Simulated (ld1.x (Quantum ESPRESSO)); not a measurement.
# Zr (Z = 40): one change to an RRKJ potential, before and after

```
Element                 : Zr
Generator               : ld1.x (Quantum ESPRESSO) 7.5
Type                    : norm-conserving RRKJ (Kleinman–Bylander form)
Functional              : PBE
Relativity              : scalar-relativistic
Frozen core             : [Ar] 3d10 4s2
Valence charge          : 10
Reference configuration : 4p6 4d2 5s2 5p0
Partial waves           : 4p (bound): rc 2.25 bohr; 4d (bound): rc 2.60 bohr; 5s (bound): rc 3.00 bohr
Local potential         : the s channel
Core correction         : a·sin(br)/r model core inside 1.65 bohr
rho0                    : 0.01
```

Change: core correction none.

Cutoffs: the cutoffs (Ry, on a coarse ladder) from which the occupation-weighted sum of valence levels, in a spherical-Bessel basis at the reference potential, stays within 10 and 1 mRy of its value at 400 Ry; they do not see the model core or the augmentation charge, which bear on the density cutoff. Errors are all-electron minus pseudo energies relative to the spin-unpolarised reference configuration.

Question: What does the change do?

Answer: The potential gets neither clearly harder nor softer (21 Ry and 25 Ry → 21 Ry and 25 Ry); of the 7 tests that both files solve, the error grows in 1 and shrinks in 2 by more than 15 % and 0.3 meV (median size 20.7 → 12.5 meV); neither file shows a bound ghost.

| quantity | base | changed |
| --- | --- | --- |
| cutoff, loose | 21 Ry | 21 Ry |
| cutoff, tight | 25 Ry | 25 Ry |
| bound ghosts | none | none |
| error for 4p6 4d2 5s1 5p0, meV [ΔE 7.14 eV] | -5.1 | -3.1 |
| error for 4p6 4d2 5s0 5p0, meV [ΔE 20.08 eV] | -33 | -13 |
| error for 4p6 4d1 5s0 5p0, meV [ΔE 42.70 eV] | -21 | +42 |
| error for 4p6 4d2 5s1.5 5p0, meV [ΔE 2.88 eV] | -1.2 | -0.9 |
| error for 4p6 4d2 5s0 5p2, meV [ΔE 6.21 eV] | -1116 | -1107 |
| error for 4p6 4d2 5s1 5p1, meV [ΔE 3.04 eV] | -483 | -481 |
| error for 4p6 4d2.5 5s1.5 5p0, meV [ΔE 0.51 eV] | -11 | -9.8 |
| s: phases at 3.25 bohr within 0.05 rad from the reference energy up to (Ry; the scan ends near 5) | 1.6 | 1.6 |
| p: phases at 3.25 bohr within 0.05 rad from the reference energy up to (Ry; the scan ends near 5) | -0.7 | -0.7 |
| d: phases at 3.25 bohr within 0.05 rad from the reference energy up to (Ry; the scan ends near 5) | 0.7 | 0.7 |
